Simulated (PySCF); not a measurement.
CHNO, triplet (typed; the unrestricted solution is spin-contaminated), geometry from GFN2-xTB (a higher spin typed on purpose: for a closed-shell molecule this is an excited state), with bond 4-1 at 2.0 times its length. Base run: HF/STO-3G (PySCF).

The PySCF input:
```python
from pyscf import gto, scf

mol = gto.Mole()
mol.atom = '''
    N    -1.09818464    0.24883739    0.18204870
    C     0.11446458   -0.30354462    0.21455972
    O     1.09913303    0.03243851   -0.41900695
    H    -2.48693368   -0.60904139    1.39866402
'''
mol.basis = 'sto-3g'
mol.spin = 2
mol.verbose = 4
mol.build()

mf = scf.UHF(mol)
mf.kernel()
```

Variants of this job, named by their change:

```json
[
 {"change": "base", "ΔE vs base (mEh)": "0.000", "SCF cycles": "20", "<S^2>": "2.272", "outcome": "converged"},
 {"change": "diis_space = 2", "ΔE vs base (mEh)": "-", "SCF cycles": "50", "<S^2>": "-", "outcome": "not converged"},
 {"change": "conv_tol_grad = 1e-3", "ΔE vs base (mEh)": "0.000", "SCF cycles": "20", "<S^2>": "2.272", "outcome": "converged"},
 {"change": "DIIS = EDIIS", "ΔE vs base (mEh)": "-", "SCF cycles": "50", "<S^2>": "-", "outcome": "not converged"},
 {"change": "init_guess = 1e", "ΔE vs base (mEh)": "-28.151", "SCF cycles": "30", "<S^2>": "2.936", "outcome": "another SCF solution"},
 {"change": "damp = 0.5; diis_start_cycle = 5", "ΔE vs base (mEh)": "0.000", "SCF cycles": "21", "<S^2>": "2.272", "outcome": "converged"},
 {"change": "init_guess = atom", "ΔE vs base (mEh)": "0.000", "SCF cycles": "19", "<S^2>": "2.272", "outcome": "converged"},
 {"change": "conv_tol = 1e-12", "ΔE vs base (mEh)": "0.000", "SCF cycles": "24", "<S^2>": "2.272", "outcome": "converged"},
 {"change": "level_shift = 0.1 (with mf.max_cycle = 100)", "ΔE vs base (mEh)": "0.000", "SCF cycles": "21", "<S^2>": "2.272", "outcome": "converged"},
 {"change": "DIIS = ADIIS", "ΔE vs base (mEh)": "-", "SCF cycles": "50", "<S^2>": "-", "outcome": "not converged"},
 {"change": "conv_tol_grad = 1e-7", "ΔE vs base (mEh)": "0.000", "SCF cycles": "27", "<S^2>": "2.272", "outcome": "converged"},
 {"change": "diis = off; damp = 0.3 (with mf.diis_start_cycle = 200; with mf.max_cycle = 150)", "ΔE vs base (mEh)": "-17.355", "SCF cycles": "77", "<S^2>": "2.821", "outcome": "another SCF solution"},
 {"change": "solver = newton; init_guess = 1e", "ΔE vs base (mEh)": "-49.051", "SCF cycles": "-", "<S^2>": "3.062", "outcome": "another SCF solution"}
]
```

A guess, shift, damping, solver or small numerical setting can't move a converged solution much, so rows marked as another SCF solution ended in a different state.

Open shells are given as the SCF converged; they aren't shown to be the lowest states, and a large step between rows can be another state.
